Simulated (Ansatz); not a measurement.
# Stretch profile

CH3BrMgO (SMILES C[O][Mg][Br]), singlet, at its PBE0-D4/def2-TZVP minimum:

C1  (0.743, 0.986, 0.163)
O2  (-0.067, -0.113, -0.024)
Mg3  (-1.095, -1.507, -0.262)
Br4  (-2.463, -3.362, -0.578)
H5  (0.897, 1.540, -0.773)
H6  (0.311, 1.688, 0.890)
H7  (1.735, 0.699, 0.538)
(Å)

The bond length C1–H5 (1.099 Å at the minimum) is set to the values below, the two halves moving rigidly along the bond. Each method's energies count from its own value at the PBE0-D4 minimum structure. Computed with Ansatz 0.2.0 (basis: def2-TZVPP); correlated methods freeze the cores. Filled d shells of the heavier atoms are correlated. The outer core shell of Li, Na, Mg and K is correlated. The def2 sets are not built for correlating such inner shells, so the correlated values are less sure here.

CCSD(T) energies along the scan:
```json
{"bond length (Å)": "0.967", "CCSD(T) (kJ/mol)": "33.3"}
{"bond length (Å)": "1.005", "CCSD(T) (kJ/mol)": "15.4"}
{"bond length (Å)": "1.061", "CCSD(T) (kJ/mol)": "2.1"}
{"bond length (Å)": "1.127", "CCSD(T) (kJ/mol)": "1.3"}
{"bond length (Å)": "1.199", "CCSD(T) (kJ/mol)": "12.9"}
{"bond length (Å)": "1.277", "CCSD(T) (kJ/mol)": "34.9"}
{"bond length (Å)": "1.360", "CCSD(T) (kJ/mol)": "64.4"}
{"bond length (Å)": "1.447", "CCSD(T) (kJ/mol)": "98.5"}
{"bond length (Å)": "1.538", "CCSD(T) (kJ/mol)": "135.1"}
```
They count from the CCSD(T) energy at the PBE0-D4 minimum.

Minimum and curvature along this coordinate at CCSD(T): A fifth-order fit through the nearest points gives 1.097 Å, with a curvature of about 31 eV/Å².

Question: Treat the two halves as rigid bodies and work out the harmonic wavenumber of this stretch from that curvature (ν̃ = 521.5 √(k/μ) cm⁻¹ with k in eV/Å² and μ in u).

Answer: The halves weigh 134.23 and 1.01 u, so μ = 134.23 × 1.01/135.24 = 1.002 u and ν̃ = 521.5 √(31/1.002) ≈ 2900 cm⁻¹. A true normal mode mixes in other motions, so this is a guide only.

Largest difference from the CCSD(T) curve over the scan: r2SCAN-D4 3.3; PBE0-D4 1.1; HF 22.1; MP2 10.4 kJ/mol. Each curve counts from its own value at the minimum.

No T1 diagnostic of these runs exceeds 0.010.

For scale, one of the runs: CCSD(T)/def2-TZVPP, 184 basis functions (an equivalent command: `ansatz run in.yaml --threads 4`). Time: 18 s of wall clock on 4 CPU threads; the host was shared. Peak host memory: 2.3 GiB.
